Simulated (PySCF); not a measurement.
A PySCF script (with the pyscf-properties extension) for the NMR shieldings of `[SiH2](OC[SiH3])S`, CH8OSSi2, on a GFN2-xTB geometry:

```python
import basis_set_exchange as bse
import numpy as np
from pyscf import gto, dft
from pyscf.prop import nmr

atoms = """
Si   -1.924501   -0.412356    0.745000
C    -0.887498    0.183512   -0.746439
O     0.457234   -0.215035   -0.589140
Si    1.688213    0.677011   -0.057180
S     3.282365   -0.742587   -0.030137
H    -1.406534    0.234503    1.950104
H    -3.308720   -0.013338    0.492248
H    -1.789601   -1.863844    0.840331
H    -0.944239    1.268116   -0.871847
H    -1.241914   -0.267905   -1.677359
H     2.028884    1.757262   -0.975958
H     1.482479    1.184193    1.295716
H     2.559445   -1.789044   -0.393068
"""
names = dict.fromkeys(["Si", "C", "O", "S", "H"], "pcSseg-1")
basis = {el: gto.basis.parse(bse.get_basis(n, elements=[el], fmt="nwchem")) for el, n in names.items()}
mol = gto.M(atom=atoms, basis=basis, charge=0, verbose=0)
mf = dft.RKS(mol, xc="PBE0")
mf.grids.level = 2
mf.grids.alignment = dft.numint.BLKSIZE   # the property module wants whole blocks of grid points
mf.conv_tol = 1e-9
mf.kernel()

calc = nmr.RKS(mf)   # GIAO
C = mf.mo_coeff
Co = C[:, mf.mo_occ > 0]
resp = mf.gen_response(singlet=True, hermi=2)
def vind(x):   # induced exchange potential for any number of trial vectors
    d = np.einsum("pi,xij,qj->xpq", C, 2 * x.reshape(-1, C.shape[1], Co.shape[1]), Co, optimize=True)
    return np.einsum("xpq,pi,qj->xij", resp(d - d.transpose(0, 2, 1)), C, Co, optimize=True).ravel()
mo1, _ = nmr.rhf.solve_mo1(calc, with_cphf=vind)
sigma = calc.kernel(mo1)
for i, s in enumerate(sigma):   # ppm
    w = np.linalg.eigvalsh((s + s.T) / 2)
    print("%2d %-2s iso %8.1f  s11 %8.1f  s22 %8.1f  s33 %8.1f" % (i, mol.atom_pure_symbol(i), w.mean(), *w))
```

Question: What are the results?

Answer: 
```
 0 Si iso    426.0  s11    398.3  s22    420.2  s33    459.5
 1 C  iso    133.0  s11     94.6  s22    111.7  s33    192.6
 2 O  iso    339.6  s11    314.6  s22    332.5  s33    371.7
 3 Si iso    361.3  s11    326.3  s22    340.0  s33    417.7
 4 S  iso    761.3  s11    578.8  s22    757.1  s33    947.9
 5 H  iso     27.7  s11     24.2  s22     27.0  s33     31.9
 6 H  iso     28.0  s11     24.8  s22     25.4  s33     33.7
 7 H  iso     27.8  s11     24.6  s22     26.2  s33     32.4
 8 H  iso     28.0  s11     23.2  s22     27.1  s33     33.6
 9 H  iso     27.5  s11     22.5  s22     26.7  s33     33.3
10 H  iso     26.3  s11     22.7  s22     24.5  s33     31.7
11 H  iso     26.2  s11     22.7  s22     25.0  s33     30.9
12 H  iso     31.4  s11     23.1  s22     28.8  s33     42.4
```

These numbers come from an equivalent density-fitted implementation of the same equations, which agrees with the script to about 0.01 ppm for H and up to a few tenths of a ppm for heavy atoms, so last digits may differ.

Question: Turn these shieldings into chemical shifts. References, each an isolated molecule treated in the same way: TMS for 29Si (σref 349.16) and 13C (σref 186.93) and 1H (σref 31.72); 17O (σref 336.08) against H2O; CS2 for 33S (σref 503.73).

Answer: Averaging equivalent atoms: Si 3: -12.2; Si 0: -76.8; C 1: 54.0; O 2: -3.5; S 4: -258; H 10/11: 5.48; H 8/9: 3.99; H 5/6/7: 3.91; H 12: 0.28 ppm. Experimental scales use liquid or dissolved standards, which lie at an offset from isolated H2O (liquid H2O: subtract about 36 ppm).

Size and cost of the density-fitted run: 146 basis functions, 29 s wall time on 1 thread of an Arm Neoverse N1, shared host; peak memory 0.71 GiB.
